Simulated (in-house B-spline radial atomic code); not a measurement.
# RPA and G0W0 on SCAN: P

Configuration [Ne] 3s2 3p3, highest spin, mean-field start SCAN. Computed with a B-spline radial code for spherical atoms: all electrons, scalar-relativistic (spin-free one-electron X2C), finite nucleus, each spin shell either full or empty, empty states to l = 9 with an (l + 1/2)⁻⁴ tail; G0W0 by contour deformation at full frequency.

Command:
```bash
python run_gw.py task.json out
```
Settings (radii: box in bohr, nucleus in fm):
```
Z                        15
electrons                15
configuration            [Ne] 3s2 3p3
hamiltonian              x2c
method                   scan,scan
lmax                     9
rms_radius               3.1889
spin_polarised           True
box_radius               40
intervals                74
```

Cost of the run: 1.6 s on 1 thread of Arm Neoverse V2, on a shared host.

Energies (hartree):

```json
{"term": "mean-field total", "value": "-342.12414"}
{"term": "Hartree-Fock functional on these orbitals", "value": "-341.53152"}
{"term": "direct second order", "value": "-0.97993"}
{"term": "second-order exchange", "value": "0.36041"}
{"term": "SOSEX correction", "value": "0.3204"}
```

(1) What is the RPA correlation energy, and what remains with SOSEX?

Quasi-particle levels (eV):

```tsv
level	occupied	mean field	Σx - vxc	Σc	QP weight	G0W0
3p up	yes	-6.684	-3.85	?	?	?
3p down	no	-3.255	5.45	-2.84	0.862	-0.645
```

G0W0 = mean field + (Σx - vxc) + Σc, with Σc (partial-wave tail included) taken at the quasi-particle energy. Only the outer levels were computed. Levels of low weight are left out.

(2) Where does G0W0 put 3p up?

## Answers

(1) RPA gives -0.83934 hartree (-1.52 eV per electron); RPA + SOSEX gives -0.51894, and the second-order doubles -0.61952 hartree (no singles). SOSEX takes back 38 % of the RPA value.

(2) At -10.300 eV, with Σc = 0.24 eV and a quasi-particle weight of 0.845. The tabulated removal energy is 10.487 eV (NIST, measured); the calculation leaves out spin-orbit coupling, Breit and QED terms, and what these don't explain is the method's own error.
